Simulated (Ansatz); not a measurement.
One change: `[OH][Sn][Cl]` becomes `[CH3][Sn][Cl]`.

Ansatz, PBE0-D4/def2-TZVP geometries, multiplicity 1. Each molecule was computed in one conformer, which needn't be the lowest.

Elements past krypton have def2 core potentials.

```
                               property  `[OH][Sn][Cl]`
  HOMO–LUMO gap (B3LYP/def2-TZVPP) / eV            4.70
      HOMO energy (PBE/def2-TZVPP) / eV           -6.49
  HOMO energy (ωB97M-V/def2-TZVPP) / eV           -9.73
    HOMO energy (B3LYP/def2-TZVPP) / eV           -7.46
HOMO–LUMO gap (ωB97M-V/def2-TZVPP) / eV            8.97
  LUMO energy (ωB97M-V/def2-TZVPP) / eV           -0.76
```

(1) What does the change do to each property? (Estimate.)

Results:

(1) Ansatz gave: 
| property | `[CH3][Sn][Cl]` | shift |
| --- | --- | --- |
| HOMO–LUMO gap (B3LYP/def2-TZVPP) / eV | 3.54 | -1.16 |
| HOMO energy (PBE/def2-TZVPP) / eV | -5.65 | 0.84 |
| HOMO energy (ωB97M-V/def2-TZVPP) / eV | -8.74 | 0.99 |
| HOMO energy (B3LYP/def2-TZVPP) / eV | -6.51 | 0.95 |
| HOMO–LUMO gap (ωB97M-V/def2-TZVPP) / eV | 7.78 | -1.19 |
| LUMO energy (ωB97M-V/def2-TZVPP) / eV | -0.97 | -0.21 |

With PBE0 the HOMO rises by 0.94 eV and the LUMO falls by 0.20 eV, so the gap narrows by about 1.14 eV. PBE moves the HOMO by 0.84 eV and ωB97M-V by 0.99 eV. The zero-point energy changes by 57.2 kJ/mol with +6 modes.

B3LYP here is the variant with VWN-RPA as its local correlation; programs differ in this.
